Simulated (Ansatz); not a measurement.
Reaction (cleavage of the Si–Si bond): `C[SiH2][SiH]1[CH2][AlH]1` + `OCO` → `C[SiH2]OCO` + `[CH2]1[AlH][SiH2]1`

Program: Ansatz. Geometries: PBE0-D4/def2-TZVP. ΔE: electronic, gas phase. CCSD(T)/CBS adds triple-zeta CCSD(T) − MP2 to the extrapolated MP2 energy (def2 sets, frozen cores). This one scheme is used for every species. Functionals use def2-TZVPP. B3LYP here is the variant with VWN-RPA as its local correlation; programs differ in this. One conformer a species, not always the lowest.

CCSD(T)/CBS gives -0.78 eV.

Another level gave -0.84 eV. Which?
A. HF/def2-TZVPP
B. SCS-MP2/def2-TZVPP
C. B3LYP/def2-TZVPP
D. r2SCAN-D4/def2-TZVPP

C. B3LYP -0.84, SCS-MP2/def2-TZVPP -0.88, r2SCAN-D4 -0.74, HF/def2-TZVPP -1.06 eV.

Largest T1 diagnostic among the species: 0.013.

The D4 term adds +0.04 eV with B3LYP and +0.02 eV with PBE0; it sums over pairs of atoms, weighted by their polarisabilities, and B3LYP, whose exchange is more repulsive, gets the larger term. In def2-TZVPP, CCSD(T) changes the Hartree–Fock value by +0.27 eV (the triples alone add +0.05 eV) and MP2 by +0.24 eV.
